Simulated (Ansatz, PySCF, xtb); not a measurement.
Reaction R1 → P1 + P2, each structure at its B3LYP-D3(BJ)/def2-TZVP stationary point, reached from a drawn start (curvature not checked).
R1: SiH4 (SMILES [SiH4]), charge 0, multiplicity 1.
P1: SiH2 (SMILES [SiH2]), charge 0, multiplicity 1.
P2: H2 (SMILES [H][H]), charge 0, multiplicity 1.

P less R. No zero-point or thermal terms.

Correlated levels freeze the cores.

Codes used: Ansatz (Gaussian basis) for Hartree–Fock, density functionals and correlated methods; PySCF for M06-2X and the D3/D4 terms; xtb for the GFN methods. All values are computed, each at the level named.

```tsv
level	reaction energy (kJ/mol)
GFN1-xTB	374.6
PBE/def2-TZVPP	255.4
BLYP-D4/def2-TZVPP	241.0
B3LYP/def2-TZVPP	251.1
BHLYP-D3(BJ)/def2-TZVPP	268.0
M06-2X/def2-TZVPP	250.8
wB97M-V/def2-TZVPP	253.2
CCSD/cc-pV(D+d)Z	___
CCSD/cc-pV(T+d)Z	___
```

Task: Fill in the missing entries.

Result: 
- CCSD/cc-pV(D+d)Z, reaction energy (kJ/mol): 248.1
- CCSD/cc-pV(T+d)Z, reaction energy (kJ/mol): 250.6

Ansatz is a quantum-chemistry and plane-wave program.
